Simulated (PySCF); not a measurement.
C2H8BNOS, SMILES OB(N(C)C)S.

Geometry: r2SCAN-D4/def2-SVP. One conformer was computed; it need not be the lowest.

Two levels are set side by side: PBE/def2-TZVP (PySCF) and r2SCAN/def2-TZVP (PySCF). Same geometry, gas phase. Differences are taken from unrounded values.

```
quantity                     r2SCAN
---------------------------  ------
orbital gap (eV)               5.38
highest occupied level (eV)   -5.57
lowest empty level (eV)       -0.19
dipole moment (D)              0.71
mean polarisability (bohr³)    71.4
```

Q: What does PBE give, and how far is it from r2SCAN? (An estimate is asked for; the answer gives what the named calculation found.)

A: 
```json
[
 {"quantity": "orbital gap (eV)", "PBE": "4.68", "PBE minus r2SCAN": "-0.70"},
 {"quantity": "highest occupied level (eV)", "PBE": "-5.34", "PBE minus r2SCAN": "0.24"},
 {"quantity": "lowest empty level (eV)", "PBE": "-0.65", "PBE minus r2SCAN": "-0.46"},
 {"quantity": "dipole moment (D)", "PBE": "0.68", "PBE minus r2SCAN": "-0.03"},
 {"quantity": "mean polarisability (bohr³)", "PBE": "73.4", "PBE minus r2SCAN": "2.0"}
]
```

Rough cost on one machine, each run with all the roots and properties that it gave: r2SCAN against PBE about 4 times.
